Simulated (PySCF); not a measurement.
C₃H₁₀FNSi, SMILES CC(C)(F)[SiH2]N.

The structure is a stationary point at B3LYP-D3(BJ)/def2-SVP. The structure was generated by enumeration, and PubChem lists no compound with its InChIKey, so it may never have been made. One conformer was computed; it need not be the lowest.

Method: PBE/def2-TZVP in PySCF.

The molecule is in vacuum.

| Quantity | Value |
|---|---|
| total energy | -564.08868 hartree |
| highest occupied level | -5.79 eV |
| lowest empty level | -0.36 eV |
| orbital gap | 5.43 eV |
| dipole moment | 1.61 D |
| quadrupole, principal values (traceless, Buckingham form, about the centre of nuclear charge) | -7.18, -0.01, 7.19 D·Å |
| mean static polarisability | 74.5 bohr³ (11.04 Å³) |
| polarisability, principal values | 66.7, 74.4, 82.5 bohr³ |
